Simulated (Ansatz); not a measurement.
Species: N-(dimethylaminoboranyl)-N-methylmethanamine, C$_{4}$H$_{13}$BN$_{2}$ (charge 0, singlet). SMILES: CN(C)BN(C)C
Geometry from a B3LYP-D3(BJ)/def2-TZVP (Ansatz, a program for electronic structure) optimisation:
```xyz
20

C     -1.6037    -0.0801     1.2358
N     -1.2635     0.1051    -0.1607
C     -2.4122     0.4544    -0.9745
B      0.0136    -0.0630    -0.7553
N      1.2681    -0.1265    -0.0958
C      1.5588     0.2884     1.2620
C      2.4441    -0.6023    -0.7990
H     -0.8152    -0.6101     1.7624
H     -2.5162    -0.6813     1.3169
H     -1.7944     0.8685     1.7549
H     -2.1240     0.5077    -2.0221
H     -2.8287     1.4275    -0.6853
H     -3.2120    -0.2890    -0.8685
H      0.0350    -0.1625    -1.9486
H      2.4696     0.8974     1.2749
H      0.7536     0.8960     1.6650
H      1.7280    -0.5606     1.9374
H      2.8471    -1.5128    -0.3380
H      2.1933    -0.8292    -1.8329
H      3.2418     0.1508    -0.7891
```

Parts of the frozen-core correlation energy in 6-31G (Ansatz, hartree). Frozen orbitals: 7; correlated occupied orbitals by spin: 21 and 21; virtual: 61 and 61. No spin-orbit coupling. No relativistic terms.

```tsv
term	value
reference (HF)	-292.54317
MP2 opposite-spin	-0.49743
MP2 same-spin	-0.14000
CCSD correlation	-0.71294
(T)	-0.01766
T1 diagnostic	0.012
largest doubles amplitude	0.036
```
